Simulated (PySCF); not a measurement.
Dissociation curve of SH (anion, charge -1), singlet.

Computed with CCSD(T) on UHF/aug-cc-pVDZ, 5 core orbitals frozen run with PySCF.

**Question.** Relative to R = 1.35 Å, what are the energies at R = 1.07, 2.44, 4.04, 5.38 Å?

**Answer.** 43.0 kcal/mol at 1.07 Å, 68.3 kcal/mol at 2.44 Å, 87.4 kcal/mol at 4.04 Å, 87.9 kcal/mol at 5.38 Å.

The unrestricted determinant behind UCCSD(T) is spin-contaminated at 2.01 to 5.38 Å (<S²> up to 1.0, against 0.00 for a pure singlet). Where the anion isn't bound against loss of the electron, the finite basis alone holds it.
